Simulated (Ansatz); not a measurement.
C2H8SSi2 can be A, `[SiH3][SiH]1CCS1`, or B, `SC1[SiH2]C[SiH2]1`.

Computed with Ansatz on PBE0-D4/def2-TZVP structures; ΔE is electronic, products minus reactants. CCSD(T)/CBS is the MP2 limit (def2-TZVPP, def2-QZVPP) plus CCSD(T) − MP2 in def2-TZVPP, frozen cores. DFT in def2-TZVPP. B3LYP here is the variant with VWN-RPA as its local correlation; programs differ in this. Each species was taken in one conformer, which may not be the lowest.

A:

```xyz
13

Si    0.0986    2.0305    1.0288
Si   -0.8730    0.3402   -0.2664
C     0.3290   -0.8006   -1.1660
C     0.2666   -1.8768   -0.0659
S    -1.2782   -1.4410    0.8600
H    -0.8712    2.5143    2.0482
H     1.2949    1.4833    1.7250
H     0.5252    3.1876    0.1922
H    -2.0175    0.8834   -1.0523
H    -0.1230   -1.1647   -2.0909
H     1.3360   -0.4459   -1.3883
H     1.1149   -1.8118    0.6157
H     0.1975   -2.8986   -0.4400
```

B:

```xyz
13

S     0.3303   -0.3707    2.5968
C     0.1099   -0.6710    0.8414
Si    1.3622    0.1356   -0.3449
C    -0.0118    0.5143   -1.5865
Si   -1.2320    0.2098   -0.1746
H    -0.8742   -0.7857    3.0268
H     0.0984   -1.7461    0.6271
H     2.4594   -0.7553   -0.8089
H     1.9407    1.3685    0.2491
H    -0.0828   -0.2514   -2.3631
H    -0.0120    1.4960   -2.0575
H    -1.6566    1.4701    0.4869
H    -2.4314   -0.6140   -0.4926
```

(1) Which is lower in electronic energy at CCSD(T)/CBS, and by how much? (Best estimate.)

(2) Give E(B) − E(A) in kJ/mol with ωB97M-V, HF/def2-TZVPP, r2SCAN-D4, CCSD(T)/def2-TZVPP, CCSD/def2-TZVPP, B3LYP-D4, PBE-D4. (Best estimate.)

Largest T1 diagnostic: 0.012.

Answers

(1) Ansatz gave: A, by 26.9 kJ/mol.

(2) Computed: ωB97M-V 20.5, HF/def2-TZVPP 31.6, r2SCAN-D4 29.8, CCSD(T)/def2-TZVPP 28.7, CCSD/def2-TZVPP 27.9, B3LYP-D4 30.8, PBE-D4 38.4. None reverses the order clearly.

From PBE to PBE0 (25 % exact exchange), in def2-TZVPP and without D4, E(B) − E(A) moves by −3.7 kJ/mol.
